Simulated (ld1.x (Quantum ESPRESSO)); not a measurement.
## antimony (Sb): one change to a TM potential, before and after

```
Element                 : antimony
Generator               : ld1.x (Quantum ESPRESSO) 7.5
Type                    : norm-conserving Troullier–Martins (Kleinman–Bylander form)
Functional              : LDA (PZ)
Relativity              : scalar-relativistic
Frozen core             : [Kr] 4d10
Valence charge          : 5
Reference configuration : 5s2 5p3
Partial waves           : 5p (bound): rc 2.50 bohr; 5s (bound): rc 2.00 bohr
Local potential         : the s channel
Core correction         : none
```

Change: all radii scaled by about 1.40 (s 2.80, p 3.50 bohr).

Cutoffs: the cutoffs (Ry, on a coarse ladder) from which the occupation-weighted sum of valence levels, in a spherical-Bessel basis at the reference potential, stays within 10 and 1 mRy of its value at 400 Ry; they do not see the model core or the augmentation charge, which bear on the density cutoff. Errors are all-electron minus pseudo energies relative to the spin-unpolarised reference configuration.

Task: Predict the effect on cutoff, ghosts and configuration errors.

Result: The potential gets softer (25 Ry and 35 Ry → 10 Ry and 21 Ry); of the 9 tests that both files solve, the error grows in 2 and shrinks in 4 by more than 15 % and 0.3 meV (median size 44.6 → 24.8 meV); neither file shows a bound ghost. A larger radius leaves more room for a smooth pseudo-wave, so fewer plane waves are needed.

| quantity | base | changed |
| --- | --- | --- |
| cutoff, loose | 25 Ry | 10 Ry |
| cutoff, tight | 35 Ry | 21 Ry |
| loose cutoff by channel (10 mRy a level) | p 8 Ry, s 12 Ry | p 6 Ry, s 8 Ry |
| bound ghosts | none | none |
| error for 5s2 5p2, meV [ΔE 8.52 eV] | +3.1 | +4.2 |
| error for 5s2 5p1, meV [ΔE 24.77 eV] | +28 | +25 |
| error for 5s2 5p0, meV [ΔE 49.56 eV] | +114 | +80 |
| error for 5s2 5p2.5, meV [ΔE 3.36 eV] | +0.2 | +0.7 |
| error for 5s1 5p4, meV [ΔE 8.21 eV] | +9.5 | +3.8 |
| error for 5s0 5p5, meV [ΔE 16.65 eV] | +45 | +21 |
| error for 5s1 5p0, meV [ΔE 94.38 eV] | +490 | +272 |
| error for 5s2 5p3 (spin-polarised), meV [ΔE -1.09 eV] | +182 | +177 |
| error for 5s2 5p2 (spin-polarised), meV [ΔE 7.93 eV] | +124 | +123 |
